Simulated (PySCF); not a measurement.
## Dipole response of Ir (iridium, neutral)

[Xe] 4f14 5d7 6s2, high-spin 4F determinant. All numbers are calculated (PySCF 2.14, scalar relativity through the core potential, in aug-cc-pVTZ-PP with one added diffuse shell each of s, p, d, f, g type with ECP60MDF (7s7p6d4f3g, 113 functions)). Coupled (time-dependent) response in atomic units; α is the mean over directions.

```json
{"method": "PBE0", "mean α (bohr³)": "50.62", "C₆ (like pair)": "554.6", "S(−4)": "943.2"}
```

S(−4) is the Cauchy moment in α(ω) = α(0) + S(−4) ω² + …

Reference α: 54 ± 7 bohr³ (recommended; Schwerdtfeger and Nagle, table of static dipole polarizabilities (2023 update)). Published C₆: 522.0 (Gould and Bucko (2016)).

Spin-orbit coupling is absent.

α(iu) at PBE0:

| u (hartree) | α(iu) (bohr³) |
| --- | --- |
| 0 | 50.62 |
| 0.0500 | 48.41 |
| 0.100 | 43.13 |
| 0.200 | 31.49 |
| 0.300 | 23.12 |
| 0.500 | 14.15 |
| 0.750 | 9.108 |
| 1.00 | 6.515 |
| 1.50 | 3.911 |
| 2.00 | 2.635 |
| 3.00 | 1.430 |
| 5.00 | 0.6060 |

Energies and moments cover only the electrons outside the core potential. Spin-orbit coupling, absent here, splits the open shell strongly.
